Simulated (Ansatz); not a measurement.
Reaction (redistribution): `[SeH][SiH]1BO1` + `[OH][GaH][F]` → `[F][GaH][SeH]` + `O[SiH]1BO1`

Calculated with Ansatz (gas phase, PBE0-D4/def2-TZVP geometries, no zero-point term in ΔE). CCSD(T)/CBS adds triple-zeta CCSD(T) − MP2 to the extrapolated MP2 energy (def2 sets, frozen cores). DFT in def2-TZVPP. For Ga, Se outer-core shells are correlated without core-valence functions, which leaves a few kJ/mol of doubt a bond. Scalar relativity is left out up to krypton. Each species was taken in one conformer, which may not be the lowest.

`[SeH][SiH]1BO1`:

Z-matrix (Å, degrees):
```
Si
B 1 1.896
O 1 1.752 2 42.9
Se 1 2.255 2 124.1 3 -92.6
H 1 1.479 2 125.6 3 80.1
H 2 1.189 1 165.4 3 178.1
H 4 1.470 1 93.6 2 148.0
```

`[OH][GaH][F]`:

Z-matrix (Å, degrees):
```
Ga
O 1 1.771
F 1 1.746 2 111.1
H 1 1.545 2 128.8 3 180.0
H 2 0.959 1 114.5 3 -180.0
```

`[F][GaH][SeH]`:

Cartesian coordinates in Å:
```
F 1.928 -1.048 -0.355
Ga 0.418 -0.400 0.260
Se -0.592 1.020 -1.251
H -0.041 -0.833 1.676
H -1.712 1.260 -0.330
```

`O[SiH]1BO1`:

```xyz
7

O    -0.047   -1.584   -0.690
Si    0.192    0.014   -0.448
B     0.410    0.775    1.262
O    -0.837    0.739    0.746
H    -0.561   -1.853   -1.453
H     0.042    0.738   -1.731
H     0.801    1.172    2.314
```

(1) Is it downhill or uphill in electronic energy at CCSD(T)/CBS, and by how much? (An estimate is asked.)

(2) What do these levels give: revPBE-D4, r2SCANh-D4, r2SCAN0, BHLYP, MP2/def2-QZVPP, CCSD/CBS(def2)? (An estimate is asked.)

Largest T1 diagnostic among the species: 0.016.

Results:

(1) Computed: Downhill: ΔE = -75.7 kJ/mol.

(2) The calculation gave: revPBE-D4 -66.5, r2SCANh-D4 -77.6, r2SCAN0 -80.6, BHLYP -87.7, MP2/def2-QZVPP -72.5, CCSD/CBS(def2) -79.2 kJ/mol.

From PBE to PBE0 (25 % exact exchange), in def2-TZVPP and without D4, ΔE moves by −6.1 kJ/mol. In def2-TZVPP, CCSD(T) changes the Hartree–Fock value by +18.8 kJ/mol (the triples alone add +3.4 kJ/mol) and MP2 by +21.3 kJ/mol.
